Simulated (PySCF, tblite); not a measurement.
Calculations on `BP[SiH2]C(C)(C)C`, in the order of a workflow; each names the level of the geometry that it ran on. Settings lines and outputs come from a driver script.

Compound: C₄H₁₄BPSi.
Atom-mapped SMILES: `[BH2:1][PH:2][SiH2:3][C:4]([CH3:5])([CH3:6])[CH3:7]` (hydrogens: H8, H9 on B1; H10 on P2; H11, H12 on Si3; H13, H14, H15 on C5; H16, H17, H18 on C6; H19, H20, H21 on C7)

Step 1: GFN2-xTB geometry optimisation, gas phase (tblite 0.8.0) (from a force-field or distance-geometry start)
```json
{"job": {"kind": "relax", "xc": "GFN2-xTB", "basis": "xTB"}, "charge": 0, "multiplicity": 1}
```
```
step      E/eV     max force
  0    -575.49578    2.285
  1    -575.73543    1.816
  2    -575.96836    0.878
...
126    -576.30674    0.015
127    -576.30677    0.013
128    -576.30681    0.012
129    -576.30685    0.015
130    -576.30688    0.009
```

Energy lowered by 18.7 kcal/mol over 130 steps; largest atomic force 0.009 eV/Å at the end. «max force» is the largest atomic force in eV/Å.

Time: 1.8 s. Hardware: one thread, Intel Xeon at 2.70 GHz (x86_64), shared host with 64 logical CPUs at a one-minute load of 61.

Step 2: GFN2-xTB harmonic vibrations, gas phase (tblite 0.8.0) (on the GFN2-xTB geometry)
```json
{"job": {"kind": "ir", "xc": "GFN2-xTB", "basis": "xTB"}, "charge": 0, "multiplicity": 1}
```
```
(table of modes left out)
```

57 modes from 29 to 3038 cm⁻¹ (unscaled, harmonic); zero-point energy 104.8 kcal/mol; all wavenumbers are real at this level.

Hardware: one thread, Intel Xeon at 2.70 GHz (x86_64), no GPU, shared host with 64 logical CPUs at a one-minute load of 61. Cost: 1.4 s.

Step 3: PBE0-D3(BJ)/def2-SVP geometry optimisation, gas phase (PySCF 2.14.0) (from the GFN2-xTB geometry)
```json
{"job": {"xc": "PBE0", "basis": "def2-SVP", "d3": "d3bj", "grid": 1, "shake": 0.01, "kind": "geom"}, "charge": 0, "multiplicity": 1}
```
```
step   0  E = -815.73548771  max force = 0.036080
step   1  E = -815.74419472  max force = 0.004134
step   2  E = -815.74440582  max force = 0.001168
step   3  E = -815.74446956  max force = 0.000652
step   4  E = -815.74450670  max force = 0.000881
step   5  E = -815.74453552  max force = 0.000530
step   6  E = -815.74455644  max force = 0.000266
step   7  E = -815.74457846  max force = 0.000541
step   8  E = -815.74459690  max force = 0.000709
step   9  E = -815.74460743  max force = 0.000446
optimisation converged
```

Final energy -815.74461 Eh after 9 steps; dipole 1.84 D. Energies in Eh; «max force» is the largest Cartesian gradient component in Eh/bohr.

The run took 4.4 min on an Intel Xeon at 2.70 GHz with one thread, on a shared host, and the process peaked at 0.86 GiB of memory.

Step 4: TDDFT CAM-B3LYP/def2-SVPD, vertical, gas phase, core orbitals frozen in the response (PySCF 2.14.0, density-fitted response routines) (on the PBE0-D3(BJ)/def2-SVP geometry)
```json
{"job": {"kind": "uv", "xc": "CAM-B3LYP", "basis": "def2-SVPD", "ip": true, "dynamic": true}, "charge": 0, "multiplicity": 1}
```
```
...
Static polarisability (au): isotropic 122.356, principal 103.038 111.443 152.587
Singlet excitations
state   eV       nm        f      main configurations
  1   4.8423    256.0   0.10299   H->L 0.90
  2   5.6799    218.3   0.09327   H-1->L 0.56, H-2->L 0.32
  3   6.1680    201.0   0.01295   H-3->L 0.53, H-4->L 0.22, H-6->L 0.08
  4   6.2659    197.9   0.01208   H->L+2 0.52, H->L+4 0.19, H->L+1 0.14
  5   6.6917    185.3   0.06525   H->L+1 0.32, H->L+2 0.18, H-2->L 0.14
  6   6.7866    182.7   0.08687   H-2->L 0.35, H-1->L 0.31, H->L+1 0.13
  7   7.0374    176.2   0.04361   H->L+4 0.23, H->L+3 0.22, H->L+1 0.17
  8   7.4015    167.5   0.01213   H-6->L 0.26, H-3->L 0.23, H-8->L 0.20
  9   7.5124    165.0   0.02484   H->L+3 0.34, H->L+4 0.19, H-1->L+1 0.12
 10   7.5681    163.8   0.02436   H-1->L+1 0.64, H->L+3 0.09
Triplet excitations (Tamm-Dancoff, eV): 3.5090 5.0999 5.5511 5.7357
Vertical ionisation energy (delta-SCF) = 9.0510 eV
Vertical electron affinity (delta-SCF) = -0.0425 eV
```

HOMO -8.39 eV, LUMO -0.52 eV; lowest singlet 4.84 eV; lowest triplet 3.51 eV (Tamm–Dancoff); mean polarisability 122.4 au.

On one thread of an Intel Xeon at 2.70 GHz (shared host), this took 11 min and 1.4 GiB of memory at its peak.

Geometry of the electronic-property runs (PBE0-D3(BJ)/def2-SVP):
```
atom  x, y, z in Å
B1     3.893    0.457   -0.697
P2     2.300    0.816    0.169
Si3    0.887   -0.888   -0.236
C4    -0.902   -0.375    0.166
C5    -1.810   -1.580   -0.093
C6    -0.985    0.039    1.638
C7    -1.307    0.796   -0.732
H8     4.947    0.729   -0.175
H9     3.847    0.074   -1.841
H10    2.563    0.767    1.564
H11    1.261   -2.096    0.565
H12    1.044   -1.186   -1.693
H13   -1.535   -2.446    0.530
H14   -2.859   -1.325    0.142
H15   -1.779   -1.899   -1.148
H16   -2.022    0.312    1.901
H17   -0.676   -0.775    2.314
H18   -0.352    0.916    1.851
H19   -0.662    1.675   -0.571
H20   -1.252    0.532   -1.800
H21   -2.346    1.100   -0.518
```

 (This holds for the electronic-property runs.)

One conformer stands for the species.
